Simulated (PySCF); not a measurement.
C2H6B, charge +1, multiplicity 1.

```xyz
9

C      0.0000     0.0000     1.4795
B      0.0000     0.0000     0.0000
C      0.0000     0.0000    -1.4795
H     -0.8929    -0.5155     1.8583
H      0.8929    -0.5155     1.8583
H      0.0000     1.0311     1.8583
H     -0.8929     0.5155    -1.8583
H      0.0000    -1.0311    -1.8583
H      0.8929     0.5155    -1.8583
```
Charge +1, spin multiplicity 1.

The structure is a stationary point at ωB97X-D3(BJ)/def2-TZVP. The multiplicity is an assumed one; other spin states were not compared. The isomer is the one that the SMILES or the coordinates give; other isomers of the formula were not compared.

These are PBE/pcSseg-1 run with PySCF values and carry that method's errors. Non-relativistic, no solvent.

Problem. Give the absolute GIAO shielding of each atom: isotropic value and principal components (ppm). (Estimate from the structure and the level; the computed values follow.)

Solution. 
| atom | σ(iso) | σ11 | σ22 | σ33 | span |
|---|---|---|---|---|---|
| C1 | 172.9 | 153.2 | 153.2 | 212.4 | 59.2 |
| B2 | -9.2 | -111.9 | -111.9 | 196.3 | 308.3 |
| C3 | 172.9 | 153.2 | 153.2 | 212.4 | 59.2 |
| H4 | 28.6 | 25.4 | 25.9 | 34.6 | 9.2 |
| H5 | 28.6 | 25.4 | 25.9 | 34.6 | 9.2 |
| H6 | 28.6 | 25.4 | 25.9 | 34.6 | 9.2 |
| H7 | 28.6 | 25.4 | 25.9 | 34.6 | 9.2 |
| H8 | 28.6 | 25.4 | 25.9 | 34.6 | 9.2 |
| H9 | 28.6 | 25.4 | 25.9 | 34.6 | 9.2 |
